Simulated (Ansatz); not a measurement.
C6H19N4Nb (`C[N](C)[Nb](=[NH])([N](C)C)[N](C)C`), relaxed with RKS PBE0-D4/def2-TZVP in Ansatz 0.2.0 from a PBE-D4/def2-SVP geometry. The force threshold is 0.005 eV/Å; the program also tests the step.

Total charge 0; spin multiplicity 1. Nb: def2 effective core potential.

Start:

```xyz
30

C     0.144    1.002   -2.364
N    -0.775    0.057   -1.752
C    -1.754   -0.458   -2.691
Nb   -0.509   -0.430    0.180
N    -1.874   -1.500    0.607
N    -0.438    1.308    1.221
C    -1.482    2.301    1.049
C     0.380    1.548    2.393
N     1.173   -1.444    0.571
C     2.427   -0.877    0.104
C     1.330   -2.769    1.140
H     0.753    0.539   -3.179
H    -0.399    1.869   -2.812
H     0.847    1.421   -1.612
H    -2.427   -1.175   -2.184
H    -2.376    0.363   -3.125
H    -1.269   -0.983   -3.550
H    -2.745   -1.840    1.028
H    -2.071    2.096    0.130
H    -1.056    3.329    0.946
H    -2.195    2.328    1.911
H     1.164    0.770    2.492
H    -0.218    1.544    3.339
H     0.891    2.542    2.342
H     2.274    0.128   -0.346
H     2.918   -1.517   -0.669
H     3.156   -0.749    0.940
H     1.994   -2.749    2.038
H     1.792   -3.478    0.411
H     0.346   -3.173    1.443
```

(1) By how much does the energy fall, and how many steps does the optimiser take? (An estimate is asked.)

(2) Which bonds change most? (An estimate is asked.)

(3) Give the relaxed structure. (Best estimate.)

Results:

(1) Computed: 0.17 eV, in 38 steps, 2 of them rejected.

(2) Computed: Nb4–N6 from 2.027 to 1.996 Å; Nb4–N5 from 1.786 to 1.758 Å; C7–H19 from 1.110 to 1.089 Å; C8–H23 from 1.119 to 1.100 Å.

(3) Computed: 
```xyz
30

C     0.352    1.174   -2.237
N    -0.517    0.103   -1.819
C    -1.295   -0.423   -2.911
Nb   -0.600   -0.381    0.116
N    -2.067   -1.308    0.401
N    -0.661    1.268    1.239
C    -1.783    1.837    1.939
C     0.562    1.986    1.498
N     0.972   -1.502    0.618
C     2.277   -1.146    0.120
C     0.997   -2.727    1.375
H     1.089    0.835   -2.980
H    -0.215    2.003   -2.687
H     0.908    1.595   -1.392
H    -1.958   -1.213   -2.559
H    -1.911    0.361   -3.379
H    -0.649   -0.841   -3.697
H    -2.907   -1.840    0.565
H    -2.686    1.260    1.743
H    -1.965    2.876    1.626
H    -1.613    1.851    3.027
H     1.416    1.521    0.995
H     0.799    2.007    2.572
H     0.504    3.029    1.151
H     2.240   -0.236   -0.489
H     2.697   -1.937   -0.518
H     2.991   -0.965    0.937
H     1.649   -2.639    2.257
H     1.378   -3.565    0.771
H    -0.006   -2.982    1.717
```
